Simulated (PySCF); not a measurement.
**Si3H8O**

The system: Si3H8O, a small molecule; neutral, singlet. The structure, one conformer, was relaxed in the gas phase by PBE0-D3(BJ)/def2-SVP. No frequency run checks that it is a minimum.

SMILES: [SiH3]O[SiH2][SiH3]

Coordinates in Å:
```
Si1    -1.331   -0.016   -0.279
Si2     0.164   -1.151   -1.693
O3     -0.562    0.469    1.112
Si4     0.843    1.028    1.788
H5     -1.901    1.173   -0.989
H6     -2.461   -0.915    0.101
H7     -0.537   -1.569   -2.948
H8      0.697   -2.369   -1.008
H9      1.317   -0.269   -2.057
H10     1.437   -0.031    2.655
H11     0.544    2.233    2.614
H12     1.827    1.390    0.720
```

Shieldings: GIAO PBE0/pcSseg-2. Shifts are against computed references at the same level: H TMS (σ 31.24 ppm), Si TMS (σ 341.3 ppm). Core levels by delta-SCF with SCAN, pcX-2 on the ionised atom and pcseg-1 elsewhere, spin-free X2C (2p3/2 is the spin-free 2p value less a third of a first-order spin-orbit splitting); from the vacuum level, for chosen atoms.

(1) Give the shieldings and core levels atom by atom.

(2) Which of Si1, Si2, Si4 holds its core electrons tightest, and by how much against the loosest?

(3) By CAM-B3LYP/def2-SVPD (TDDFT singlets, Tamm-Dancoff triplets, ionisation by delta-SCF), where does absorption start, and what does vertical ionisation take?

Answers

(1) 
```tsv
atoms	bonded to	σ (ppm)	δ (ppm)	core level (eV)
Si1	1 O + 1 Si + 2 H	366.2	-24.9	2p3/2 107.25
Si2	1 Si + 3 H	455.8	-114.5	2p3/2 106.57
O3	2 Si	328.3	-	1s 537.83
Si4	1 O + 3 H	381.2	-39.9	2p3/2 107.62
H5	1 Si	25.67	5.57	-
H6	1 Si	25.72	5.53	-
H7 H8 H9	1 Si	27.68	3.56	-
H10 H11 H12	1 Si	26.19	5.05	-
```

Values are those of this one static structure, with the three H of a rotating XH3 group averaged; atoms that internal rotation interchanges would show their mean in an NMR spectrum.

(2) Si4 (bonded to 1 O + 3 H), by 1.05 eV over Si2 (bonded to 1 Si + 3 H).

(3) The lowest singlet lies at 6.31 eV (f 0.012), the strongest of the first 6 at 7.69 eV (f 0.210), the lowest triplet at 5.68 eV; vertical ionisation takes 9.99 eV.

The 3 runs behind this took 2.5 min in all, one thread each of Arm Neoverse V1 on a shared host, launched as `OMP_NUM_THREADS=1 python cluster_run.py task.json out`.
